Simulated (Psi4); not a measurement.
C4H5 (SMILES [CH]1[C@@H]2C[C@H]12), doublet, geometry from GFN2-xTB; Psi4 1.11 with HF/STO-3G.

The Psi4 input:
```
memory 2 GB

molecule mol {
0 2
  C    -0.011048    1.152992    0.292681
  C     0.006069   -1.071617    0.362843
  C     0.777923    0.051757   -0.247030
  C    -0.775309    0.039481   -0.257303
  H    -0.016569    2.162854   -0.079261
  H    -0.000459   -1.149501    1.442906
  H     0.016990   -2.032726   -0.139902
  H     1.484404    0.003521   -1.055676
  H    -1.470182   -0.019829   -1.075216
}

set basis sto-3g
set reference uhf
set damping_percentage 50

energy('scf')
print_variables()
```

What the program printed (banner, timings and long lists left out):

```
   => Loading Basis Set <=

    Name: STO-3G
    Role: ORBITAL
    Keyword: BASIS

         ---------------------------------------------------------
                                   SCF
               by Justin Turney, Rob Parrish, Andy Simmonett
                          and Daniel G. A. Smith
                              UHF Reference
         ---------------------------------------------------------

  ==> Geometry <==

    Molecular point group: c1
    Full point group: C1

    Geometry (in Angstrom), charge = 0, multiplicity = 2:

       Center              X                  Y                   Z               Mass
    ------------   -----------------  -----------------  -----------------  -----------------
         C           -0.010782441138     1.133618174363     0.275711554763    12.000000000000
         C            0.006334558862    -1.090990825637     0.345873554763    12.000000000000
         C            0.778188558862     0.032383174363    -0.263999445237    12.000000000000
         C           -0.775043441138     0.020107174363    -0.274272445237    12.000000000000
         H           -0.016303441138     2.143480174363    -0.096230445237     1.007825032230
         H           -0.000193441138    -1.168874825637     1.425936554763     1.007825032230
         H            0.017255558862    -2.052099825637    -0.156871445237     1.007825032230
         H            1.484669558862    -0.015852825637    -1.072645445237     1.007825032230
         H           -1.469916441138    -0.039202825637    -1.092185445237     1.007825032230

  Running in c1 symmetry.

  Rotational constants: A =      0.61936  B =      0.34753  C =      0.28552 [cm^-1]
  Rotational constants: A =  18567.92229  B =  10418.58381  C =   8559.67359 [MHz]
  Nuclear repulsion =  108.897973433605358

  Charge       = 0
  Multiplicity = 2
  Electrons    = 29
  Nalpha       = 15
  Nbeta        = 14

  ==> Algorithm <==

  SCF Algorithm Type is DF.
  DIIS enabled.
  MOM disabled.
  Fractional occupation disabled.
  Guess Type is SAD.
  Energy threshold   = 1.00e-06
  Density threshold  = 1.00e-06
  Integral threshold = 1.00e-12

  ==> Primary Basis <==

  Basis Set: STO-3G
    Blend: STO-3G
    Number of shells: 17
    Number of basis functions: 25
    Number of Cartesian functions: 25
    Spherical Harmonics?: true
    Max angular momentum: 1

   => Loading Basis Set <=

    Name: (STO-3G AUX)
    Role: JKFIT
    Keyword: DF_BASIS_SCF

  ==> Integral Setup <==

  SCF_SUBTYPE=INCORE selected. In-core MEM_DF algorithm will be used.
  Using in-core AOs.

  ==> MemDFJK: Density-Fitted J/K Matrices <==

    J tasked:                   Yes
    K tasked:                   Yes
    wK tasked:                   No
    Algorithm:                 Core
    Schwarz Cutoff:           1E-12
    Mask sparsity (%):       0.3200
    Fitting Condition:        1E-10

   => Auxiliary Basis Set <=

  Basis Set: (STO-3G AUX)
    Blend: DEF2-UNIVERSAL-JKFIT
    Number of shells: 130
    Number of basis functions: 390
    Number of Cartesian functions: 456
    Spherical Harmonics?: true
    Max angular momentum: 4

  Minimum eigenvalue in the overlap matrix is 2.0857697885E-01.
  Reciprocal condition number of the overlap matrix is 7.5556509905E-02.
    Using symmetric orthogonalization.

  ==> Pre-Iterations <==

  SCF Guess: Superposition of Atomic Densities via on-the-fly atomic UHF (no occupation information).

   -------------------------
    Irrep   Nso     Nmo
   -------------------------
     A         25      25
   -------------------------
    Total      25      25
   -------------------------

  ==> Iterations <==

                           Total Energy        Delta E     RMS |[F,P]|

   @DF-UHF iter SAD:  -149.59207447953943   -1.49592e+02   0.00000e+00
   @DF-UHF iter   1:  -152.30604156364430   -2.71397e+00   8.37823e-03 ADIIS/DIIS
   @DF-UHF iter   2:  -152.34330272917671   -3.72612e-02   3.24594e-03 ADIIS/DIIS/DAMP=50%
   @DF-UHF iter   3:  -152.37648617881158   -3.31834e-02   2.17200e-03 ADIIS/DIIS/DAMP=50%
   @DF-UHF iter   4:  -152.35562818581278    2.08580e-02   1.96570e-03 ADIIS/DIIS/DAMP=50%
   @DF-UHF iter   5:  -152.35851901538450   -2.89083e-03   1.29381e-03 ADIIS/DIIS/DAMP=50%
   @DF-UHF iter   6:  -152.34858043940588    9.93858e-03   8.17104e-04 ADIIS/DIIS/DAMP=50%
   @DF-UHF iter   7:  -152.35150371698907   -2.92328e-03   3.92346e-04 ADIIS/DIIS/DAMP=50%
   @DF-UHF iter   8:  -152.35477249458535   -3.26878e-03   2.73618e-04 ADIIS/DIIS/DAMP=50%
   @DF-UHF iter   9:  -152.35147433649445    3.29816e-03   2.16251e-04 ADIIS/DIIS/DAMP=50%
   @DF-UHF iter  10:  -152.35194391424460   -4.69578e-04   9.29863e-05 DIIS/DAMP=50%
   @DF-UHF iter  11:  -152.35162205966810    3.21855e-04   1.23594e-04 ADIIS/DIIS/DAMP=50%
   @DF-UHF iter  12:  -152.35121490515289    4.07155e-04   1.72385e-04 ADIIS/DIIS/DAMP=50%
   @DF-UHF iter  13:  -152.35112590349078    8.90017e-05   1.78326e-04 ADIIS/DIIS/DAMP=50%
   @DF-UHF iter  14:  -152.35104406296682    8.18405e-05   1.63930e-04 ADIIS/DIIS/DAMP=50%
   @DF-UHF iter  15:  -152.35116499237699   -1.20929e-04   1.71942e-04 ADIIS/DIIS/DAMP=50%
   @DF-UHF iter  16:  -152.35134474733860   -1.79755e-04   1.76163e-04 ADIIS/DIIS/DAMP=50%
   @DF-UHF iter  17:  -152.35115238093348    1.92366e-04   1.21061e-04 ADIIS/DIIS/DAMP=50%
   @DF-UHF iter  18:  -152.35108745445365    6.49265e-05   1.41427e-04 ADIIS/DIIS/DAMP=50%
   @DF-UHF iter  19:  -152.35105783531668    2.96191e-05   1.30377e-04 ADIIS/DIIS/DAMP=50%
   @DF-UHF iter  20:  -152.35092793105983    1.29904e-04   1.48992e-04 ADIIS/DIIS/DAMP=50%
   @DF-UHF iter  21:  -152.35109421457759   -1.66284e-04   2.56480e-04 ADIIS/DIIS/DAMP=50%
   @DF-UHF iter  22:  -152.35087296693808    2.21248e-04   1.53257e-04 ADIIS/DIIS/DAMP=50%
   @DF-UHF iter  23:  -152.35089573897716   -2.27720e-05   1.71349e-04 ADIIS/DIIS/DAMP=50%
   @DF-UHF iter  24:  -152.35116867302432   -2.72934e-04   2.51848e-04 ADIIS/DIIS/DAMP=50%
[...]
   @DF-UHF iter  49:  -152.35110069880619    7.45144e-05   1.50453e-04 ADIIS/DIIS/DAMP=50%
   @DF-UHF iter  50:  -152.35103439151288    6.63073e-05   1.06501e-04 ADIIS/DIIS/DAMP=50%
   @DF-UHF iter  51:  -152.35110148442061   -6.70929e-05   1.28858e-04 ADIIS/DIIS/DAMP=50%
   @DF-UHF iter  52:  -152.35119529922338   -9.38148e-05   1.58221e-04 ADIIS/DIIS/DAMP=50%
   @DF-UHF iter  53:  -152.35117093777120    2.43615e-05   1.10859e-04 ADIIS/DIIS/DAMP=50%
   @DF-UHF iter  54:  -152.35109337198153    7.75658e-05   6.82876e-05 DIIS/DAMP=50%
   @DF-UHF iter  55:  -152.35127210386185   -1.78732e-04   1.39737e-04 ADIIS/DIIS/DAMP=50%
   @DF-UHF iter  56:  -152.35112464379432    1.47460e-04   5.77593e-05 DIIS/DAMP=50%
   @DF-UHF iter  57:  -152.35114591411659   -2.12703e-05   6.51945e-05 DIIS/DAMP=50%
   @DF-UHF iter  58:  -152.35107531810021    7.05960e-05   8.70506e-05 DIIS/DAMP=50%
   @DF-UHF iter  59:  -152.35106835562715    6.96247e-06   8.88862e-05 DIIS/DAMP=50%
   @DF-UHF iter  60:  -152.35118446738733   -1.16112e-04   5.81872e-05 DIIS/DAMP=50%
   @DF-UHF iter  61:  -152.35107193154769    1.12536e-04   1.02730e-04 ADIIS/DIIS/DAMP=50%
   @DF-UHF iter  62:  -152.35107166212714    2.69421e-07   9.30193e-05 DIIS/DAMP=50%
   @DF-UHF iter  63:  -152.35106656876866    5.09336e-06   9.59197e-05 DIIS/DAMP=50%
   @DF-UHF iter  64:  -152.35107023485546   -3.66609e-06   9.08244e-05 DIIS/DAMP=50%
   @DF-UHF iter  65:  -152.35103985832927    3.03765e-05   1.17655e-04 ADIIS/DIIS/DAMP=50%
   @DF-UHF iter  66:  -152.35104466273822   -4.80441e-06   1.47426e-04 ADIIS/DIIS/DAMP=50%
   @DF-UHF iter  67:  -152.35109533586424   -5.06731e-05   1.02044e-04 ADIIS/DIIS/DAMP=50%
   @DF-UHF iter  68:  -152.35111101716262   -1.56813e-05   7.07799e-05 DIIS/DAMP=50%
   @DF-UHF iter  69:  -152.35111040701827    6.10144e-07   5.64928e-05 DIIS/DAMP=50%
   @DF-UHF iter  70:  -152.35117825105473   -6.78440e-05   3.87754e-05 DIIS/DAMP=50%
   @DF-UHF iter  71:  -152.35111055209467    6.76990e-05   7.29680e-05 DIIS/DAMP=50%
   @DF-UHF iter  72:  -152.35106380170367    4.67504e-05   9.39642e-05 DIIS/DAMP=50%
   @DF-UHF iter  73:  -152.35107597178961   -1.21701e-05   7.67658e-05 DIIS/DAMP=50%
   @DF-UHF iter  74:  -152.35101467108612    6.13007e-05   9.37933e-05 DIIS/DAMP=50%
   @DF-UHF iter  75:  -152.35105454333134   -3.98722e-05   6.45457e-05 DIIS/DAMP=50%
   @DF-UHF iter  76:  -152.35109303727816   -3.84939e-05   4.33020e-05 DIIS/DAMP=50%
   @DF-UHF iter  77:  -152.35109874600062   -5.70872e-06   4.81948e-05 DIIS/DAMP=50%
   @DF-UHF iter  78:  -152.35111203872373   -1.32927e-05   4.86105e-05 DIIS/DAMP=50%
   @DF-UHF iter  79:  -152.35107783368665    3.42050e-05   5.81174e-05 DIIS/DAMP=50%
   @DF-UHF iter  80:  -152.35112481439231   -4.69807e-05   5.00983e-05 DIIS/DAMP=50%
   @DF-UHF iter  81:  -152.35111686552921    7.94886e-06   4.05073e-05 DIIS/DAMP=50%
   @DF-UHF iter  82:  -152.35111015838970    6.70714e-06   5.01008e-05 DIIS/DAMP=50%
   @DF-UHF iter  83:  -152.35111167960218   -1.52121e-06   5.82167e-05 DIIS/DAMP=50%
   @DF-UHF iter  84:  -152.35107997406493    3.17055e-05   7.43568e-05 DIIS/DAMP=50%
   @DF-UHF iter  85:  -152.35108454631725   -4.57225e-06   7.32135e-05 DIIS/DAMP=50%
   @DF-UHF iter  86:  -152.35110924521669   -2.46989e-05   6.01660e-05 DIIS/DAMP=50%
   @DF-UHF iter  87:  -152.35104730902887    6.19362e-05   9.03375e-05 DIIS/DAMP=50%
   @DF-UHF iter  88:  -152.35110020348316   -5.28945e-05   5.44814e-05 DIIS/DAMP=50%
   @DF-UHF iter  89:  -152.35106137637584    3.88271e-05   6.24766e-05 DIIS/DAMP=50%
   @DF-UHF iter  90:  -152.35109542580747   -3.40494e-05   6.60250e-05 DIIS/DAMP=50%
   @DF-UHF iter  91:  -152.35111110336805   -1.56776e-05   5.81053e-05 DIIS/DAMP=50%
   @DF-UHF iter  92:  -152.35107454860048    3.65548e-05   8.70649e-05 DIIS/DAMP=50%
   @DF-UHF iter  93:  -152.35112808875988   -5.35402e-05   5.12696e-05 DIIS/DAMP=50%
   @DF-UHF iter  94:  -152.35111551303038    1.25757e-05   5.54282e-05 DIIS/DAMP=50%
   @DF-UHF iter  95:  -152.35111159129210    3.92174e-06   1.06888e-04 ADIIS/DIIS/DAMP=50%
   @DF-UHF iter  96:  -152.35107711170551    3.44796e-05   1.20327e-04 ADIIS/DIIS/DAMP=50%
   @DF-UHF iter  97:  -152.35107898425335   -1.87255e-06   1.16580e-04 ADIIS/DIIS/DAMP=50%
   @DF-UHF iter  98:  -152.35087227656589    2.06708e-04   2.21676e-04 ADIIS/DIIS/DAMP=50%
   @DF-UHF iter  99:  -152.35108678397435   -2.14507e-04   6.81992e-05 DIIS/DAMP=50%
   @DF-UHF iter 100:  -152.35090086022356    1.85924e-04   1.66738e-04 ADIIS/DIIS/DAMP=50%

PsiException: Could not converge SCF iterations in 100 iterations.

  Failed to converge.

Traceback (most recent call last):
  File "psi4", line 375, in <module>
  File "<string>", line 31, in <module>
  File "site-packages/psi4/driver/driver.py", line 533, in energy
  File "site-packages/psi4/driver/procrouting/proc.py", line 2760, in run_scf
  File "site-packages/psi4/driver/procrouting/proc.py", line 2047, in scf_helper
  File "site-packages/psi4/driver/procrouting/scf_proc/scf_iterator.py", line 93, in scf_compute_energy
  File "site-packages/psi4/driver/procrouting/scf_proc/scf_iterator.py", line 86, in scf_compute_energy
  File "site-packages/psi4/driver/procrouting/scf_proc/scf_iterator.py", line 609, in scf_iterate

psi4.driver.p4util.exceptions.SCFConvergenceError: Could not converge SCF iterations in 100 iterations.

Printing out the relevant lines from the Psithon --> Python processed input file:
    ""","mol")
    core.IO.set_default_namespace("mol")
    core.set_global_option("BASIS", "sto-3g")
    core.set_global_option("REFERENCE", "uhf")
    core.set_global_option("DAMPING_PERCENTAGE", 50)
--> energy('scf')
    print_variables()

!-------------------------------------------------------!
!                                                       !
!  Could not converge SCF iterations in 100 iterations. !
!                                                       !
!-------------------------------------------------------!
```

The run did not converge; its last values are not results.
